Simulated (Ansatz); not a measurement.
Geometry optimisation, RKS PBE/def2-SVP in Ansatz.

Input file:

```yaml
crystal:
  periodic: [false, false, false]
  atoms:
    - { symbol: B, position_ang: [0.083078, -0.531405, -0.218113] }
    - { symbol: Cl, position_ang: [-0.256225, 0.478623, 2.656817] }
    - { symbol: F, position_ang: [1.203856, 0.171107, -0.375451] }
    - { symbol: F, position_ang: [-1.084386, -0.006756, -0.58738] }
    - { symbol: "N", position_ang: [0.141652, -1.916866, 0.310376] }
    - { symbol: H, position_ang: [-0.664717, -2.534203, 0.217184] }
    - { symbol: H, position_ang: [1.03725, -2.399804, 0.378783] }
    - { symbol: H, position_ang: [-0.128608, -0.789495, 2.242284] }
basis:
  gaussian: { orbitals: def2-SVP }
hamiltonian:
  xc: pbe
relax:
  f_tol: 0.03
  max_steps: 50
```

Command:

```bash
$ ansatz run input.yaml --threads 2 --pin off --max-ram 3072MiB --backend cpu --events-out ev --progress --plain --runs-dir out
```

Task: Where does it end, and by what steps?

Result: It converged. After 6 steps the energy has fallen by 0.168 eV; Cl2 moved furthest, 0.63 Å.

```csv
step,energy less start (eV),largest force component (eV/Å),accepted
0,0.0000,1.931,yes
1,-0.0678,1.158,yes
2,-0.1286,0.473,yes
3,-0.1565,0.281,yes
4,-0.1634,0.238,yes
5,-0.1674,0.090,yes
6,-0.1684,0.027,yes
```

```xyz
8
Properties=species:S:1:pos:R:3
B 0.103 -0.556 -0.413
Cl -0.268 0.036 3.112
F 1.234 0.099 -0.681
F -1.046 -0.077 -0.892
N 0.120 -1.728 0.393
H -0.700 -2.337 0.440
H 1.000 -2.205 0.597
H -0.110 -0.762 2.070
```

Whether the end is a true minimum wasn't checked by a vibrational analysis.

The run took 12 s on 2 threads of Arm Neoverse V2, with other jobs on the host, peak memory 0.14 GiB.
